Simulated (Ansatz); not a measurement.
Ansatz (a program for electronic structure) input (B3LYP-D3(BJ)/def2-TZVP):

Ansatz 0.2 input:
```yaml
crystal:
  periodic: [false, false, false]
  atoms:
    - {symbol: Bi, position_ang: [-0.00000000, 0.00000000, -0.00000000]}
    - {symbol: F, position_ang: [-1.76855758, -1.28239615, 0.00432289]}
    - {symbol: F, position_ang: [-0.22619998, 2.17255446, -0.03457102]}
    - {symbol: F, position_ang: [1.99475756, -0.89015832, 0.03024813]}
basis:
  gaussian:
    orbitals: def2-TZVP
hamiltonian:
  xc: b3lyp
  dispersion: d3bj
total_charge: -1
magnetization: {spin_polarized: true, initial_magnetization: 1}
phonons: {temperatures: {t_min: 298.15, t_max: 298.15, t_step: 100}}
```

Output:

```
Functional definition: B3LYP
integrals: 0.05 GiB planned
873 factors; their error is unknown
mean field: 0.65 GiB planned
mean field evaluation 1: about -13999.7718 eV, gradient 1.5e1 eV
mean field evaluation 2: about -13997.2904 eV, gradient 3.3e1 eV
mean field evaluation 4: about -14000.7548 eV, gradient 5.2e-1 eV
mean field evaluation 8: about -14000.8400 eV, gradient 1.5e-1 eV
mean field evaluation 16: about -14000.8400 eV, gradient 4.6e-5 eV
mean field -14000.84003296 eV, -514.5213811010 hartree, gradient 4.6e-5 eV, S^2 0.751805; 0 other end points of the search recorded, 0 dependent functions left out
the calculation of the forces begins
reference -14000.84025937 eV, -514.5213894213 hartree; 26, 25 occupied and 117, 118 virtual orbitals, 873 factors
these checks for a lower state are left out or cut short: stability, starts, cluster_reference, orbital_swaps, neighbouring_geometries, increment
integrals: 0.05 GiB planned
873 factors; their error is unknown
mean field: 0.65 GiB planned
mean field -14000.83999775 eV, -514.5213798070 hartree, gradient 2.3e-6 eV, S^2 0.751805; 0 other end points of the search recorded, 0 dependent functions left out
the calculation of the forces begins
reference -14000.84022414 eV, -514.5213881268 hartree; 26, 25 occupied and 117, 118 virtual orbitals, 873 factors
these checks for a lower state are left out or cut short: stability, starts, cluster_reference, orbital_swaps, neighbouring_geometries, increment
integrals: 0.05 GiB planned
873 factors; their error is unknown
mean field: 0.65 GiB planned
mean field -14000.83999519 eV, -514.5213797131 hartree, gradient 2.2e-6 eV, S^2 0.751805; 0 other end points of the search recorded, 0 dependent functions left out
the calculation of the forces begins
reference -14000.84022162 eV, -514.5213880340 hartree; 26, 25 occupied and 117, 118 virtual orbitals, 873 factors
these checks for a lower state are left out or cut short: stability, starts, cluster_reference, orbital_swaps, neighbouring_geometries, increment
integrals: 0.05 GiB planned
873 factors; their error is unknown
mean field: 0.65 GiB planned
mean field evaluation 32: about -14000.7559 eV, gradient 2.0e-1 eV
mean field -14000.84001398 eV, -514.5213804035 hartree, gradient 2.3e-6 eV, S^2 0.751805; 0 other end points of the search recorded, 0 dependent functions left out
the calculation of the forces begins
reference -14000.84024039 eV, -514.5213887240 hartree; 26, 25 occupied and 117, 118 virtual orbitals, 873 factors
these checks for a lower state are left out or cut short: stability, starts, cluster_reference, orbital_swaps, neighbouring_geometries, increment
integrals: 0.05 GiB planned
873 factors; their error is unknown
mean field: 0.65 GiB planned
mean field -14000.84002985 eV, -514.5213809868 hartree, gradient 2.3e-6 eV, S^2 0.751804; 0 other end points of the search recorded, 0 dependent functions left out
the calculation of the forces begins
reference -14000.84025626 eV, -514.5213893070 hartree; 26, 25 occupied and 117, 118 virtual orbitals, 873 factors
these checks for a lower state are left out or cut short: stability, starts, cluster_reference, orbital_swaps, neighbouring_geometries, increment
integrals: 0.05 GiB planned
873 factors; their error is unknown
mean field: 0.65 GiB planned
mean field -14000.84001560 eV, -514.5213804630 hartree, gradient 2.2e-6 eV, S^2 0.751804; 0 other end points of the search recorded, 0 dependent functions left out
the calculation of the forces begins
reference -14000.84024199 eV, -514.5213887829 hartree; 26, 25 occupied and 117, 118 virtual orbitals, 873 factors
these checks for a lower state are left out or cut short: stability, starts, cluster_reference, orbital_swaps, neighbouring_geometries, increment
integrals: 0.05 GiB planned
873 factors; their error is unknown
mean field: 0.65 GiB planned
mean field -14000.83998716 eV, -514.5213794179 hartree, gradient 2.3e-6 eV, S^2 0.751805; 0 other end points of the search recorded, 0 dependent functions left out
the calculation of the forces begins
reference -14000.84021358 eV, -514.5213877387 hartree; 26, 25 occupied and 117, 118 virtual orbitals, 873 factors
these checks for a lower state are left out or cut short: stability, starts, cluster_reference, orbital_swaps, neighbouring_geometries, increment
integrals: 0.05 GiB planned
873 factors; their error is unknown
mean field: 0.65 GiB planned
mean field evaluation 64: about -14000.8400 eV, gradient 1.6e-5 eV
mean field -14000.84002995 eV, -514.5213809903 hartree, gradient 2.5e-6 eV, S^2 0.751805; 0 other end points of the search recorded, 0 dependent functions left out
the calculation of the forces begins
reference -14000.84025637 eV, -514.5213893112 hartree; 26, 25 occupied and 117, 118 virtual orbitals, 873 factors
these checks for a lower state are left out or cut short: stability, starts, cluster_reference, orbital_swaps, neighbouring_geometries, increment
integrals: 0.05 GiB planned
873 factors; their error is unknown
mean field: 0.65 GiB planned
mean field -14000.84003440 eV, -514.5213811540 hartree, gradient 2.4e-6 eV, S^2 0.751805; 0 other end points of the search recorded, 0 dependent functions left out
the calculation of the forces begins
reference -14000.84026079 eV, -514.5213894738 hartree; 26, 25 occupied and 117, 118 virtual orbitals, 873 factors
Total energy: -14000.93565550 eV, -514.5248951645 hartree
Atom 0 at     0.000000     0.000000     0.000000 Å, force     0.000741     0.000537    -0.000002 eV/Å
Atom 1 at    -1.768558    -1.282396     0.004323 Å, force     0.000216     0.000157    -0.000001 eV/Å
Atom 2 at    -0.226200     2.172554    -0.034571 Å, force    -0.000666    -0.000089    -0.000004 eV/Å
Atom 3 at     1.994758    -0.890158     0.030248 Å, force    -0.000291    -0.000605     0.000007 eV/Å
Dipole moment:    -0.000001    -0.000001     0.000000 e Å
Vibrations: 66.80 67.05 82.09 387.37 387.39 430.44 cm⁻¹, zero-point energy 0.088100 eV
```
